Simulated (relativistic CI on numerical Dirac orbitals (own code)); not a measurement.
**Cr II: calculation against measurement**

Computed by Dirac-Coulomb-Breit CI, separate exchange-only KLI orbitals for each configuration, model QED, valence Slater integrals scaled by 0.85, P86 correlation energy added to each configuration (own radial code, finite nucleus).

Configuration list (outside the closed core [Ar]): 3d⁵, 3d⁴4s, 3d⁴4p, 3d³4s4p, 3d³4s², 3d⁴5s, 3d⁴4d, 3d⁴5p, 3d⁴6s, 3d⁴4f, 3d⁴5d, 3d⁴6p, 3d⁴5f, 3d⁴5g, 3d⁴6d, 3d³4s5s, 3d³4p², 3d⁴6f. Levels of other configurations are missing.

```
Configuration  Term (tabulated)     J  Measured (cm⁻¹)  Computed  Error  Purity (%)
          3d⁵              a 6S   5/2              0.0         0      0          99
        3d⁴4s              a 6D   1/2          11961.8     10213  -1749         100
        3d⁴4s              a 6D   3/2          12032.6     10280  -1753         100
        3d⁴4s              a 6D   5/2          12147.8     10389  -1759         100
        3d⁴4s              a 6D   7/2          12303.9     10537  -1767         100
        3d⁴4s              a 6D   9/2          12496.4     10721  -1775         100
        3d⁴4s              a 4D   1/2          19528.2     18517  -1011          95
        3d⁴4s              a 4D   3/2          19631.2     18619  -1012          95
        3d⁴4s              a 4D   5/2          19797.9     18784  -1013          95
        3d⁴4s              a 4D   7/2          20024.0     19007  -1017          94
          3d⁵              a 4G   5/2          20512.1     21781   1269          98
          3d⁵              a 4G  11/2          20512.1     21778   1266          98
          3d⁵              a 4G   7/2          20517.8     21784   1266          98
          3d⁵              a 4G   9/2          20519.3     21784   1265          98
          3d⁵              a 4P   5/2          21822.5     24227   2405          92
          3d⁵              a 4P   1/2          21823.8     24178   2355          90
          3d⁵              a 4P   3/2          21824.1     24199   2375          91
        3d⁴4p             z 6F°   1/2          46823.4     43379  -3444          99
        3d⁴4p             z 6F°   3/2          46905.2     43454  -3451         100
        3d⁴4p             z 6F°   5/2          47040.3     43577  -3464         100
        3d⁴4p             z 6F°   7/2          47227.2     43747  -3481         100
        3d⁴4p             z 6F°   9/2          47464.6     43962  -3502         100
        3d⁴4p             z 6F°  11/2          47751.6     44222  -3530         100
        3d⁴4p             z 6P°   3/2          48398.9     44974  -3425          99
        3d⁴4p             z 6P°   5/2          48491.1     45069  -3422          99
        3d⁴4p             z 6P°   7/2          48632.1     45204  -3428         100
        3d⁴4p             z 4P°   1/2          48749.4     46300  -2450          67
        3d⁴4p           z 4P° †   3/2          49005.9     46440  -2565          80
        3d⁴4p           z 6D° †   5/2          49351.8     46025  -3327          94
        3d⁴4p           z 6D° †   1/2          49492.8     45689  -3804          68
        3d⁴4p           z 6D° †   3/2          49564.6     45839  -3726          81
        3d⁴4p           z 6D° †   7/2          49645.8     46210  -3435          99
        3d⁴4p           z 4P° †   5/2          49706.3     46706  -3000          93
        3d⁴4p             z 6D°   9/2          49838.4     46396  -3443          99
      3d³4s4p             y 6D°   1/2          81649.2     75677  -5972          98
      3d³4s4p             y 6D°   3/2          81707.9     75742  -5965          96
      3d³4s4p             y 6F°   1/2          81735.0     75364  -6371          99
      3d³4s4p             y 6D°   5/2          81816.3     75850  -5967          93
      3d³4s4p             y 6F°   3/2          81824.4     75441  -6384          97
      3d³4s4p             y 6F°   5/2          81962.3     75569  -6394          94
      3d³4s4p             y 6D°   7/2          81978.1     75997  -5981          91
      3d³4s4p             y 6F°   7/2          82143.1     75747  -6396          92
      3d³4s4p             y 6D°   9/2          82192.6     76180  -6013          89
      3d³4s4p             y 6F°   9/2          82362.2     75978  -6384          90
      3d³4s4p             y 6F°  11/2          82612.7     76268  -6345          99
```

Measured levels from NIST Handbook of Basic Atomic Spectroscopic Data (Sansonetti and Martin, J. Phys. Chem. Ref. Data 34, 1559 (2005)); pairs were made by configuration, J and term (by order where the table uses no LS term), so strongly mixed levels may be paired wrongly.

Mean error by configuration (cm⁻¹): 3d⁴4s -1429; 3d⁵ 1743; 3d⁴4p -3367; 3d³4s4p -6197. Over the excited levels the mean absolute error is 3428 cm⁻¹ (44 of the 44 excited levels that our extract of the source holds in range could be paired), and the median relative error of those above 1,000 cm⁻¹ is 7.4 %. † marks terms whose computed intervals miss the measured ones by more than a factor of 2.5, or configurations far off the rest, from wrong mixing, a near crossing or a doubtful label or measurement; they are left out of the means.

Transition probabilities of persistent lines. The last column rescales the computed rate by the cube of measured over computed energy:

| λ measured (Å) | Lower | Upper | A tabulated (s⁻¹) | A computed | A rescaled |
| --- | --- | --- | --- | --- | --- |
| 2055.59 air | 3d⁵ a 6S5/2 | 3d⁴4p z 6P°7/2 | 1.20e+08 | 1.13e+08 | 1.41e+08 |
| 2061.54 air | 3d⁵ a 6S5/2 | 3d⁴4p z 6P°5/2 | 1.20e+08 | 1.12e+08 | 1.40e+08 |
| 2065.46 air | 3d⁵ a 6S5/2 | 3d⁴4p z 6P°3/2 | 1.20e+08 | 1.12e+08 | 1.39e+08 |
| 2835.63 air | 3d⁴4s a 6D9/2 | 3d⁴4p z 6F°11/2 | 2.00e+08 | 2.42e+08 | 2.82e+08 |
| 2843.24 air | 3d⁴4s a 6D7/2 | 3d⁴4p z 6F°9/2 | 6.40e+07 | 1.93e+08 | 2.25e+08 |
| 2849.83 air | 3d⁴4s a 6D5/2 | 3d⁴4p z 6F°7/2 | 9.20e+07 | 1.51e+08 | 1.76e+08 |
| 2862.57 air | 3d⁴4s a 6D7/2 | 3d⁴4p z 6F°7/2 | 6.30e+07 | 8.14e+07 | 9.47e+07 |
